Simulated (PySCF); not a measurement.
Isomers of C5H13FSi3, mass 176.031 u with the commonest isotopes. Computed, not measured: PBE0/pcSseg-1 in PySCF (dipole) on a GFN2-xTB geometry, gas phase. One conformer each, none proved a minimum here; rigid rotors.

Question: Order these by out-of-plane moment Σ m c² = (Ia + Ib − Ic)/2, largest first.
A. `[CH3:1][C:2]#[C:3][Si@@H:4]([SiH3:5])[SiH2:6][C@@H:7]([CH3:8])[F:9]` with C3–Si4–Si6–C7 -80°, Si4–Si6–C7–C8 -167°
B. `[CH3:1][SiH2:2][C:3]1=[CH:4][CH2:5][SiH2:6][SiH2:7][C@@H:8]1[F:9]` with C1–Si2–C3–C4 -1°, C3–C4–C5–Si6 63°, C4–C5–Si6–Si7 -49°, C5–Si6–Si7–C8 1°, Si6–Si7–C8–F9 172°
C. `[CH:1]#[C:2][Si@@:3]([CH3:4])([CH2:5][SiH3:6])[CH2:7][SiH2:8][F:9]` with C2–Si3–C5–Si6 180°, C2–Si3–C7–Si8 -60°, Si3–C7–Si8–F9 -61°

Answer: A (132.46 u·Å²), C (125.10 u·Å²), B (65.33 u·Å²).

Question: Order these by rotational constant B, largest first.
A. `[CH:1]#[C:2][Si@@:3]([CH3:4])([CH2:5][SiH3:6])[CH2:7][SiH2:8][F:9]` with C2–Si3–C5–Si6 180°, C2–Si3–C7–Si8 -60°, Si3–C7–Si8–F9 -61°
B. `[CH3:1][SiH2:2][C:3]1=[CH:4][CH2:5][SiH2:6][SiH2:7][C@@H:8]1[F:9]` with C1–Si2–C3–C4 -1°, C3–C4–C5–Si6 63°, C4–C5–Si6–Si7 -49°, C5–Si6–Si7–C8 1°, Si6–Si7–C8–F9 172°
C. `[CH3:1][C:2]#[C:3][Si@@H:4]([SiH3:5])[SiH2:6][C@@H:7]([CH3:8])[F:9]` with C3–Si4–Si6–C7 -80°, Si4–Si6–C7–C8 -167°

Answer: A (829.1 MHz), B (697.5 MHz), C (562.0 MHz).

Question: Order these by radius of gyration √(Σ m r²/M), smallest first.
A. `[CH:1]#[C:2][Si@@:3]([CH3:4])([CH2:5][SiH3:6])[CH2:7][SiH2:8][F:9]` with C2–Si3–C5–Si6 180°, C2–Si3–C7–Si8 -60°, Si3–C7–Si8–F9 -61°
B. `[CH3:1][SiH2:2][C:3]1=[CH:4][CH2:5][SiH2:6][SiH2:7][C@@H:8]1[F:9]` with C1–Si2–C3–C4 -1°, C3–C4–C5–Si6 63°, C4–C5–Si6–Si7 -49°, C5–Si6–Si7–C8 1°, Si6–Si7–C8–F9 172°
C. `[CH3:1][C:2]#[C:3][Si@@H:4]([SiH3:5])[SiH2:6][C@@H:7]([CH3:8])[F:9]` with C3–Si4–Si6–C7 -80°, Si4–Si6–C7–C8 -167°

Answer: B (2.404 Å), A (2.454 Å), C (2.682 Å).

```json
{"SMILES": "C#C[Si@@](C)(C[SiH3])C[SiH2]F", "point group": "C1", "Ia (u·Å²)": "575.86", "Ib (u·Å²)": "609.58", "Ic (u·Å²)": "935.24", "κ": "0.71", "μa (D)": "0.67", "μb (D)": "1.49", "μc (D)": "1.04"}
{"SMILES": "C[SiH2]C1=CC[SiH2][SiH2][C@@H]1F", "point group": "C1", "Ia (u·Å²)": "358.17", "Ib (u·Å²)": "724.56", "Ic (u·Å²)": "952.07", "κ": "-0.62", "μa (D)": "1.29", "μb (D)": "2.04", "μc (D)": "0.29"}
{"SMILES": "CC#C[Si@@H]([SiH3])[SiH2][C@@H](C)F", "point group": "C1", "Ia (u·Å²)": "499.36", "Ib (u·Å²)": "899.33", "Ic (u·Å²)": "1133.76", "κ": "-0.59", "μa (D)": "0.85", "μb (D)": "2.22", "μc (D)": "0.31"}
```
